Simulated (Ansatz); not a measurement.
One change: `[OH][Zr]([OH])([OH])[SH]` becomes `[OH][Zr]([OH])([SH])[SH]`.

Ansatz, PBE0-D4/def2-TZVP geometries, multiplicity 1. Each molecule was computed in one conformer, which needn't be the lowest.

Elements past krypton have def2 core potentials.

```json
{"property": "HOMO–LUMO gap (B3LYP/def2-TZVPP) / eV", "`[OH][Zr]([OH])([OH])[SH]`": "6.04"}
{"property": "HOMO energy (ωB97M-V/def2-TZVPP) / eV", "`[OH][Zr]([OH])([OH])[SH]`": "-9.11"}
{"property": "size of the dipole moment (PBE/def2-TZVPP) / D", "`[OH][Zr]([OH])([OH])[SH]`": "3.39"}
{"property": "HOMO energy (PBE0/def2-TZVPP) / eV", "`[OH][Zr]([OH])([OH])[SH]`": "-6.95"}
{"property": "LUMO energy (B3LYP/def2-TZVPP) / eV", "`[OH][Zr]([OH])([OH])[SH]`": "-0.65"}
{"property": "zero-point energy (PBE0-D4/def2-TZVP) / kJ/mol", "`[OH][Zr]([OH])([OH])[SH]`": "119.2"}
```

Q: Give the same properties after the change, and the shifts. (Best estimate.)

A: Computed: 
```csv
property,`[OH][Zr]([OH])([SH])[SH]`,shift
HOMO–LUMO gap (B3LYP/def2-TZVPP) / eV,5.50,-0.54
HOMO energy (ωB97M-V/def2-TZVPP) / eV,-9.20,-0.09
size of the dipole moment (PBE/def2-TZVPP) / D,3.13,-0.26
HOMO energy (PBE0/def2-TZVPP) / eV,-7.09,-0.14
LUMO energy (B3LYP/def2-TZVPP) / eV,-1.33,-0.68
zero-point energy (PBE0-D4/def2-TZVP) / kJ/mol,111.6,-7.6
```

With PBE0 the HOMO falls by 0.14 eV and the LUMO falls by 0.72 eV, so the gap narrows by about 0.58 eV. PBE moves the HOMO by -0.18 eV and ωB97M-V by -0.09 eV. Dipoles are sizes alone; their direction can turn.

B3LYP here is the variant with VWN-RPA as its local correlation; programs differ in this.
